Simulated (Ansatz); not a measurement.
Input file for ClFH4MoO4 (`[OH][Mo]([OH])([OH])([OH])([F])[Cl]`):

```yaml
crystal:
  periodic: [false, false, false]
  atoms:
    - {symbol: O, position_ang: [-0.233941, -1.768202, -0.315576]}
    - {symbol: Mo, position_ang: [-0.013794, 0.034198, 0.021222]}
    - {symbol: O, position_ang: [0.412368, -0.234843, 1.797412]}
    - {symbol: O, position_ang: [-1.135728, 0.543041, -1.353957]}
    - {symbol: O, position_ang: [0.880843, 1.642244, -0.021429]}
    - {symbol: F, position_ang: [-1.697677, 0.342817, 0.924642]}
    - {symbol: Cl, position_ang: [2.033744, -0.535790, -1.125003]}
    - {symbol: H, position_ang: [0.427722, -2.299189, -0.771385]}
    - {symbol: H, position_ang: [-0.282358, -0.228984, 2.465019]}
    - {symbol: H, position_ang: [-2.075541, 0.672203, -1.185312]}
    - {symbol: H, position_ang: [1.749660, 1.775505, -0.415033]}
basis:
  gaussian: {orbitals: def2-SVP}
correlation: {method: ccsd_t}
```

```sh
$ ansatz run in.yaml --threads 2 --pin off --events-out ev --progress --plain --max-ram 32768MiB --backend cuda --devices 0, --max-vram 18GiB
```

The program prints (abridged):

```
Functional definition: HF
1337 factors; integrals over basis functions are off by at most 1.1e-3 eV
mean field evaluation 1: about -25232.8609 eV, gradient 8.4e1 eV
mean field evaluation 2: about -25233.1375 eV, gradient 8.4e1 eV
mean field evaluation 4: about -25246.7694 eV, gradient 9.9e0 eV
mean field evaluation 8: about -25247.0489 eV, gradient 1.0e0 eV
mean field evaluation 32: about -25239.9880 eV, gradient 2.1e1 eV
mean field -25247.05615718 eV, -927.8122007070 hartree, gradient 7.9e-6 eV, S^2 0.000000; 0 other end points of the search recorded, 0 dependent functions left out
10 core orbitals not correlated: weight in the atoms' cores, before any rotation towards them, 1.000 or more for the frozen orbitals, at most 0.000 for the correlated occupied ones
reference -25247.05615718 eV, -927.8122007070 hartree; 28, 28 occupied and 101, 101 virtual orbitals, 1337 factors
second order -42.15714491 eV of doubles, -0.00000000 eV of singles
cycle   1  -38.77903879 eV  change     3.4e0 eV  update   3.3e-1
cycle   2  -40.70666628 eV  change    -1.9e0 eV  update   2.3e-1
cycle   3  -41.11876677 eV  change   -4.1e-1 eV  update   4.9e-2
cycle   4  -41.11930593 eV  change   -5.4e-4 eV  update   2.0e-2
cycle   5  -41.09904739 eV  change    2.0e-2 eV  update   7.2e-3
cycle   6  -41.09612115 eV  change    2.9e-3 eV  update   3.0e-3
cycle   7  -41.09664741 eV  change   -5.3e-4 eV  update   2.0e-3
cycle   8  -41.09554705 eV  change    1.1e-3 eV  update   1.0e-3
cycle   9  -41.09545504 eV  change    9.2e-5 eV  update   4.5e-4
cycle  10  -41.09609884 eV  change   -6.4e-4 eV  update   2.4e-4
cycle  11  -41.09590044 eV  change    2.0e-4 eV  update   8.6e-5
cycle  12  -41.09577006 eV  change    1.3e-4 eV  update   4.3e-5
cycle  13  -41.09585368 eV  change   -8.4e-5 eV  update   1.9e-5
cycle  14  -41.09580600 eV  change    4.8e-5 eV  update   1.4e-5
perturbative correction -1.79398836 eV, -0.0659278563 hartree
Total energy: -25289.94595154 eV, -929.3883715781 hartree
```

Hardware: 2 threads of an AMD EPYC 7R13 on a shared host and a share of an NVIDIA H100 80 GB. Wall time 13 s, peak host memory 0.86 GiB.

MP2 recovers 98.3 % of the CCSD(T) correlation energy and the triples give 4.2 %; T1 = 0.0232.
